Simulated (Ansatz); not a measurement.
A run on C6H5I, SMILES `Ic1ccccc1` with other settings.

```yaml
crystal:
  periodic: [false, false, false]
  atoms:
    - {symbol: I, position_ang: [-0.789867, -3.221256, -0.654541]}
    - {symbol: C, position_ang: [-0.302178, -1.232404, -0.250412]}
    - {symbol: C, position_ang: [-0.630086, -0.686248, 0.981163]}
    - {symbol: C, position_ang: [-0.302885, 0.636238, 1.242718]}
    - {symbol: C, position_ang: [0.343884, 1.402404, 0.284965]}
    - {symbol: C, position_ang: [0.665544, 0.842737, -0.942193]}
    - {symbol: C, position_ang: [0.344530, -0.478410, -1.217804]}
    - {symbol: H, position_ang: [-1.135058, -1.284143, 1.729140]}
    - {symbol: H, position_ang: [-0.557853, 1.066297, 2.204546]}
    - {symbol: H, position_ang: [0.597031, 2.434866, 0.494748]}
    - {symbol: H, position_ang: [1.171131, 1.434977, -1.696319]}
    - {symbol: H, position_ang: [0.595817, -0.915058, -2.175999]}
basis:
  gaussian: {orbitals: def2-SVPD, nuclear_model: gaussian}
hamiltonian: {xc: {name: BHLYP}, dispersion: d3bjatm}
output: {forces: true}
```

```sh
$ ansatz run in.yaml --threads 2 --pin off --events-out ev --progress --plain --max-ram 32768MiB --backend cpu
```

Shortened log:

```
Functional definition: BHLYP
2049 factors; integrals over basis functions are off by at most 9.5e-4 eV
mean field evaluation 1: about -14389.4746 eV, gradient 4.2e1 eV
mean field evaluation 2: about -14390.2237 eV, gradient 3.9e1 eV
mean field evaluation 4: about -14394.2362 eV, gradient 1.9e0 eV
mean field evaluation 8: about -14394.5323 eV, gradient 2.1e-1 eV
mean field evaluation 16: about -14394.5324 eV, gradient 1.5e-4 eV
mean field -14394.53244138 eV, -528.9893102561 hartree, gradient 1.9e-5 eV, S^2 0.000000; 0 other end points of the search recorded, 0 dependent functions left out
reference -14394.53265016 eV, -528.9893179286 hartree; 33, 33 occupied and 162, 162 virtual orbitals, 2049 factors
Total energy: -14395.07448228 eV, -529.0092298920 hartree
Atom 0 at    -0.789867    -3.221256    -0.654541 Å, force    -0.077550    -0.316320    -0.064271 eV/Å
Atom 1 at    -0.302178    -1.232404    -0.250412 Å, force     0.029530     0.120229     0.024472 eV/Å
Atom 2 at    -0.630086    -0.686248     0.981163 Å, force    -0.021291     0.004771     0.054669 eV/Å
Atom 3 at    -0.302885     0.636238     1.242718 Å, force    -0.030454     0.035670     0.102838 eV/Å
Atom 4 at     0.343884     1.402404     0.284965 Å, force     0.021051     0.086395     0.017524 eV/Å
Atom 5 at     0.665544     0.842737    -0.942193 Å, force     0.052357     0.053477    -0.084742 eV/Å
Atom 6 at     0.344530    -0.478410    -1.217804 Å, force     0.025938     0.014616    -0.050775 eV/Å
Atom 7 at    -1.135058    -1.284143     1.729140 Å, force     0.019643     0.034343    -0.020063 eV/Å
Atom 8 at    -0.557853     1.066297     2.204546 Å, force     0.011420    -0.010212    -0.035757 eV/Å
Atom 9 at     0.597031     2.434866     0.494748 Å, force    -0.008776    -0.035858    -0.007279 eV/Å
Atom 10 at     1.171131     1.434977    -1.696319 Å, force    -0.017840    -0.016475     0.030388 eV/Å
Atom 11 at     0.595817    -0.915058    -2.175999 Å, force    -0.004026     0.029364     0.032997 eV/Å
Dipole moment:     0.084201     0.343434     0.069779 e Å
```

It took 11 s on 2 threads of an AMD EPYC 7R13 on a shared host, with 0.73 GiB of host memory at the peak.
